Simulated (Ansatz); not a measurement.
Reaction (formal exchange of groups at the Al–Cl bond): `[SiH3][NH][AlH][Cl]` + `F[SiH3]` → `F[SiH2][AlH][NH][SiH3]` + HCl

Gas-phase electronic energies from Ansatz, PBE0-D4/def2-TZVP geometries. CCSD(T)/CBS is the MP2 limit (def2-TZVPP, def2-QZVPP) plus CCSD(T) − MP2 in def2-TZVPP, frozen cores. This one scheme is used for every species. Functionals use def2-TZVPP. B3LYP here is the variant with VWN-RPA as its local correlation; programs differ in this. One conformer a species, not always the lowest.

```
             level  ΔE (kcal/mol)  difference from CCSD(T)/CBS
            PBE-D4           36.7                         -5.4
         r2SCAN-D4           41.8                         -0.3
           PBE0-D4           38.8                         -3.3
          B3LYP-D4           41.2                         -0.9
           ωB97X-V           41.5                         -0.6
           ωB97M-V           43.0                          0.9
            B2PLYP           43.3                          1.2
               PBE           37.4                         -4.7
            r2SCAN           42.1                          0.0
              PBE0           39.5                         -2.6
             B3LYP           42.2                          0.1
     HF/def2-TZVPP           47.5                          5.4
    MP2/def2-TZVPP           44.6                          2.5
SCS-MP2/def2-TZVPP           44.4                          2.3
   CCSD/def2-TZVPP           42.2                          0.1
CCSD(T)/def2-TZVPP           41.6                         -0.5
     HF/def2-QZVPP           47.6                          5.5
    MP2/def2-QZVPP           44.9                          2.8
SCS-MP2/def2-QZVPP           44.8                          2.7
      HF/CBS(def2)           47.6                          5.5
     MP2/CBS(def2)           45.1                          3.0
    CCSD/CBS(def2)           42.7                          0.6
       CCSD(T)/CBS           42.1                            0
```

Largest T1 diagnostic among the species: 0.012.

From PBE to PBE0 (25 % exact exchange), in def2-TZVPP and without D4, ΔE moves by +2.1 kcal/mol. The D4 term adds −1.0 kcal/mol with B3LYP and −0.6 kcal/mol with PBE0; it sums over pairs of atoms, weighted by their polarisabilities, and B3LYP, whose exchange is more repulsive, gets the larger term. In def2-TZVPP, CCSD(T) changes the Hartree–Fock value by −5.9 kcal/mol (the triples alone add −0.6 kcal/mol) and MP2 by −2.9 kcal/mol.
